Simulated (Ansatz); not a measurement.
Reaction (formal exchange of groups at the Si–C bond): `SC[SiH2]SS` + CH₄ → `C[SiH2]SS` + CH₃SH

Program: Ansatz. Geometries: PBE0-D4/def2-TZVP. ΔE: electronic, gas phase. CCSD(T)/CBS adds triple-zeta CCSD(T) − MP2 to the extrapolated MP2 energy (def2 sets, frozen cores). This one scheme is used for every species. Functionals use def2-TZVPP. Each species was taken in one conformer, which may not be the lowest.

(1) Is it downhill or uphill in electronic energy at CCSD(T)/CBS, and by how much? (Estimate.)

(2) What do these levels give: r2SCAN-D4, ωB97X-V, PBE, MP2/def2-TZVPP, HF/def2-QZVPP, CCSD/CBS(def2)? (Estimate.)

Largest T1 diagnostic among the species: 0.011.

Results:

(1) The calculation gave: Downhill: ΔE = -0.04 eV.

(2) The calculation gave: r2SCAN-D4 -0.06, ωB97X-V -0.07, PBE -0.08, MP2/def2-TZVPP -0.02, HF/def2-QZVPP -0.11, CCSD/CBS(def2) -0.06 eV.

In def2-TZVPP, CCSD(T) changes the Hartree–Fock value by +0.07 eV (the triples alone add +0.02 eV) and MP2 by +0.09 eV. The D4 term adds +0.04 eV with B3LYP and +0.02 eV with PBE0; it sums over pairs of atoms, weighted by their polarisabilities, and B3LYP, whose exchange is more repulsive, gets the larger term.

B3LYP here is the variant with VWN-RPA as its local correlation; programs differ in this.
